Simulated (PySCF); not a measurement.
# A ladder of Hamiltonians for Pb⁷²⁺ (lead, charge +72)

Occupied: 1s1/2, 2s1/2, 2p1/2, 2p3/2. Hartree-Fock calculated with PySCF 2.14 in an even-tempered Gaussian basis (16 s from 20 bohr⁻², ratio 2.7; 13 p from 23 bohr⁻², ratio 2.7), Gaussian nucleus throughout. NR is non-relativistic, sf-X2C the spin-free one-electron X2C Hamiltonian, X2C adds the bare one-electron spin-orbit term, X2C-SNSO screens it by Boettger's factors, DC is four-component Dirac-Coulomb, and the Gaunt and Breit terms are added at first order (total energies over the DC spinors, levels after relaxing the spinors in that mean field). QED terms are absent. Levels marked empty are virtual spinors of this ion.

| Hamiltonian | E (hartree) | E − E(DC) (hartree) | CPU seconds |
| --- | --- | --- | --- |
| NR | -12743.2541 | 1196.0295 | 0.25 |
| sf-X2C | -13901.4934 | 37.7902 | 0.18 |
| X2C | -13933.0077 | 6.2759 | 0.18 |
| X2C-SNSO | -13931.3359 | 7.9477 | 0.17 |
| DC | -13939.2836 | 0.0000 | 6.8 |
| DC+Gaunt | -13919.2676 | 20.0160 | 11 |
| DC+Breit | -13920.9741 | 18.3095 | 33 |

Task: Give the 3p spin-orbit interval with each Hamiltonian that has one.

Result: X2C 636.1; X2C-SNSO 618.4; DC 620.0; DC+Gaunt 613.8; DC+Breit 613.7 (eV).

| level (eV) | NR | sf-X2C | X2C | X2C-SNSO | DC | DC+Gaunt | DC+Breit |
| --- | --- | --- | --- | --- | --- | --- | --- |
| 1s1/2 | -86233.7 | -95424.2 | -95393.9 | -95395.5 | -95520.4 | -95188.4 | -95210.1 |
| 2s1/2 | -19767.3 | -22455.5 | -22448.0 | -22448.4 | -22467.5 | -22429.9 | -22432.6 |
| 2p1/2 | -19340.2 | -20245.8 | -21938.0 | -21887.0 | -21902.9 | -21837.0 | -21843.2 |
| 2p3/2 | -19340.2 | -20245.8 | -19605.8 | -19620.4 | -19632.8 | -19590.8 | -19597.1 |
| 3s1/2 (empty) | -8287.6 | -9154.9 | -9153.5 | -9153.6 | -9158.3 | -9148.0 | -9149.3 |
| 3p1/2 (empty) | -8151.5 | -8524.1 | -8982.8 | -8969.2 | -8973.5 | -8956.2 | -8958.4 |
| 3p3/2 (empty) | -8151.5 | -8524.1 | -8346.7 | -8350.8 | -8353.5 | -8342.4 | -8344.7 |

Weight of the small component: 1s1/2 0.0979, 2s1/2 0.0232, 2p1/2 0.0232, 2p3/2 0.0206, 3s1/2 0.00930, 3p1/2 0.00917, 3p3/2 0.00851.

Koopmans' value for the highest occupied level at DC+Breit: 19597.1 eV, against an ionisation energy of 19590 ± 70 eV (theoretical estimate listed by NIST; NIST Atomic Spectra Database, ionization energies); the former lacks relaxation, correlation, QED and recoil.

The whole ladder took 52 s of wall time on 1 thread of Intel(R) Xeon(R) 6975P-C (shared host), launched as `OMP_NUM_THREADS=1 python relrun2.py TASK.json OUT` (a driver that calls PySCF for each Hamiltonian).
